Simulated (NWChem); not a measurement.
System: CH3F2GaS; SMILES C[S][Ga]([F])[F]

```xyz
8

Ga     0.0339     0.5759    -0.0720
F      0.9411     2.0583    -0.0404
F     -1.6568     0.7370    -0.4882
S      0.8261    -1.3898     0.3541
C     -0.7006    -2.3805     0.1172
H     -0.9227    -2.9030     1.0567
H     -0.5160    -3.1150    -0.6775
H     -1.5535    -1.7485    -0.1601
```
Atoms are numbered in this order, from 1.

Computed with NWChem. Pople sets run with spherical d functions. The geometry was optimised at PBE0/def2-SVP. GIAO values for the isolated, static molecule; σ is the absolute isotropic shielding, δ = σ(reference) − σ with the isolated reference molecule computed at the same levels (13C: tetramethylsilane, 19F: trichlorofluoromethane, 1H: tetramethylsilane).

For level BHandHLYP/pcSseg-1:

```yaml
"σ Ga1 (ppm)": 1566.8
"δ F2 (ppm)": -154.8
"δ F3 (ppm)": -168.2
"σ S4 (ppm)": 697.2
"δ C5 (ppm)": 11.0
```

Problem. How do the values read with level B3LYP/6-311G** instead?

Solution. 
| Item | Value |
|---|---|
| σ Ga1 (ppm) | 1492.6 |
| δ F2 (ppm) | -138.8 |
| δ F3 (ppm) | -160.3 |
| σ S4 (ppm) | 638.0 |
| δ C5 (ppm) | 12.6 |
